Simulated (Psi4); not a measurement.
C5H10N, doublet, at a GFN2-xTB geometry; MP2/def2-SV(P) (Psi4).

Psi4 was given this input:
```
memory 2 GB

molecule mol {
0 2
  C     2.670899    0.279075    0.543485
  C     1.200114    0.307576    0.508086
  N     0.460203    0.115121   -0.464430
  C    -0.971874    0.126020   -0.518744
  C    -1.630740    0.609295    0.776100
  C    -1.448310   -1.280574   -0.888600
  H     3.033960    1.251467    0.874806
  H     3.116674    0.042139   -0.427941
  H     2.992035   -0.462417    1.274317
  H    -1.235074    0.811400   -1.336724
  H    -1.371270   -0.060744    1.592464
  H    -1.279177    1.607894    1.024165
  H    -2.711302    0.631085    0.661402
  H    -2.524092   -1.283783   -1.043262
  H    -0.959692   -1.614109   -1.800607
  H    -1.204019   -1.977136   -0.089578
}

set basis def2-sv(p)
set reference uhf
set freeze_core true

energy('mp2')
print_variables()
```

What the program printed (banner, timings and long lists left out):

```
    SCF Algorithm Type (re)set to DF.

   => Loading Basis Set <=

    Name: DEF2-SV(P)
    Role: ORBITAL
    Keyword: BASIS

         ---------------------------------------------------------
                                   SCF
               by Justin Turney, Rob Parrish, Andy Simmonett
                          and Daniel G. A. Smith
                              UHF Reference
         ---------------------------------------------------------

  ==> Geometry <==

    Molecular point group: c1
    Full point group: C1

    Geometry (in Angstrom), charge = 0, multiplicity = 2:

       Center              X                  Y                   Z               Mass
    ------------   -----------------  -----------------  -----------------  -----------------
         C            2.645606739197     0.266631110580     0.552104950846    12.000000000000
         C            1.174821739197     0.295132110580     0.516705950846    12.000000000000
         N            0.434910739197     0.102677110580    -0.455810049154    14.003074004430
         C           -0.997166260803     0.113576110580    -0.510124049154    12.000000000000
         C           -1.656032260803     0.596851110580     0.784719950846    12.000000000000
         C           -1.473602260803    -1.293017889420    -0.879980049154    12.000000000000
         H            3.008667739197     1.239023110580     0.883425950846     1.007825032230
         H            3.091381739197     0.029695110580    -0.419321049154     1.007825032230
         H            2.966742739197    -0.474860889420     1.282936950846     1.007825032230
         H           -1.260366260803     0.798956110580    -1.328104049154     1.007825032230
         H           -1.396562260803    -0.073187889420     1.601083950846     1.007825032230
         H           -1.304469260803     1.595450110580     1.032784950846     1.007825032230
         H           -2.736594260803     0.618641110580     0.670021950846     1.007825032230
         H           -2.549384260803    -1.296226889420    -1.034642049154     1.007825032230
         H           -0.984984260803    -1.626552889420    -1.791987049154     1.007825032230
         H           -1.229311260803    -1.989579889420    -0.080958049154     1.007825032230

  Running in c1 symmetry.

  Rotational constants: A =      0.23742  B =      0.06765  C =      0.05766 [cm^-1]
  Rotational constants: A =   7117.74533  B =   2028.14591  C =   1728.56406 [MHz]
[...]
  @DF-UHF Final Energy:  -249.33708442552876
    Total Energy =                       -249.3370844255287579
[...]
 Magnitude           :                                                    0.2571836

 ------------------------------------------------------------------------------------

  //>>>>>>>>>>>>>>>>>>>>>>>>>>>>>>>>>>>//
  //               DFMP2               //
  //<<<<<<<<<<<<<<<<<<<<<<<<<<<<<<<<<<<//

   => Loading Basis Set <=

    Name: (DEF2-SV(P) AUX)
    Role: RIFIT
    Keyword: DF_BASIS_MP2

	 --------------------------------------------------------
	                          DF-MP2
	      2nd-Order Density-Fitted Moller-Plesset Theory

	        Rob Parrish, Justin Turney, Andy Simmonett,
	           Ed Hohenstein, and C. David Sherrill
	 --------------------------------------------------------

	 --------------------------------------------------------
	                 NBF =   104, NAUX =   428
	 --------------------------------------------------------
	   CLASS    FOCC     OCC    AOCC    AVIR     VIR    FVIR
	   ALPHA       6      24      18      80      80       0
	    BETA       6      23      17      81      81       0
	 --------------------------------------------------------

	-----------------------------------------------------------
	 ==================> DF-MP2 Energies <====================
	-----------------------------------------------------------
	 Reference Energy          =    -249.3370844255287579 [Eh]
	 Singles Energy            =      -0.0000000000000000 [Eh]
	 Same-Spin Energy          =      -0.1918670991279728 [Eh]
	 Opposite-Spin Energy      =      -0.5786377471082090 [Eh]
	 Correlation Energy        =      -0.7705048462361819 [Eh]
	 Total Energy              =    -250.1075892717649367 [Eh]
	-----------------------------------------------------------
	 ================> DF-SCS-MP2 Energies <==================
	-----------------------------------------------------------
	 SCS Same-Spin Scale       =       0.3333333333333333 [-]
	 SCS Opposite-Spin Scale   =       1.2000000000000000 [-]
	 SCS Same-Spin Energy      =      -0.0639556997093243 [Eh]
	 SCS Opposite-Spin Energy  =      -0.6943652965298508 [Eh]
	 SCS Correlation Energy    =      -0.7583209962391750 [Eh]
	 SCS Total Energy          =    -250.0954054217679356 [Eh]
	-----------------------------------------------------------

  Variable Map:
  ----------------------------------------------------------------------------
[...]
  Array Variable Map:
  ----------------------------------------------------------------------------
[...]
[...]
```
